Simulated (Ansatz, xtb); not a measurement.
# Relaxing a trial structure of AlH7O3Si2

The starting geometry of this gas-phase singlet was built from a drawn formula by distance geometry and a force field; its bonds are those of `O[SiH2][Al]([OH])[SiH2]O`.

```xyz
13

Al   -2.1923    0.6647    1.5474
O    -1.7654    2.7173   -1.0661
O    -3.4986    0.5792    2.8211
O     0.1054   -0.9064   -0.2748
Si   -1.5298    2.6938    0.6175
Si   -1.0904   -1.2831    0.8651
H    -1.0892    2.0276   -1.4093
H    -2.3791    3.7710    1.1894
H    -0.1012    2.9927    0.9325
H    -3.0489    0.7530    3.6864
H    -2.0793   -2.2268    0.2761
H    -0.4665   -1.9524    2.0378
H    -0.3842   -0.6157   -1.0481
```

Question: Predict what it relaxes into with r2SCAN-D4/def2-SVP.

Answer: It keeps its bonds, and is `O[SiH2][Al]([OH])[SiH2]O`.

The energy falls by 1.14 eV over 25 steps:

| step | E − E(last) (eV) |
| --- | --- |
| 1 | 1.143 |
| 4 | 0.521 |
| 6 | 0.328 |
| 9 | 0.167 |
| 12 | 0.040 |
| 14 | 0.015 |
| 17 | 0.002 |
| 20 | 0.000 |
| 22 | 0.000 |
| 25 | 0.000 |

Final geometry (Å):

```yaml
atoms:
  - { symbol: Al, position_ang: [-2.1733, 0.7382, 1.8801] }
  - { symbol: O, position_ang: [-1.3355, 2.2437, -0.9055] }
  - { symbol: O, position_ang: [-3.1144, 0.4543, 3.2797] }
  - { symbol: O, position_ang: [-0.4505, -0.3906, -0.5854] }
  - { symbol: Si, position_ang: [-1.5355, 2.7858, 0.6655] }
  - { symbol: Si, position_ang: [-1.2295, -1.2061, 0.7005] }
  - { symbol: H, position_ang: [-0.9512, 1.3457, -0.9655] }
  - { symbol: H, position_ang: [-2.5559, 3.8797, 0.6380] }
  - { symbol: H, position_ang: [-0.2882, 3.4109, 1.2342] }
  - { symbol: H, position_ang: [-3.5381, 1.1143, 3.8361] }
  - { symbol: H, position_ang: [-2.1915, -2.2198, 0.1470] }
  - { symbol: H, position_ang: [-0.2085, -2.0094, 1.4577] }
  - { symbol: H, position_ang: [0.0525, -0.9319, -1.2074] }
```

From the same start GFN2-xTB ends elsewhere, differing in Al1–O4 (1.77 against 3.21 Å here).

No frequencies were run, so the end isn't proven a minimum. Run with Ansatz 0.2.0, 2.2 min on 2 threads of Arm Neoverse V1, with other jobs on the host.
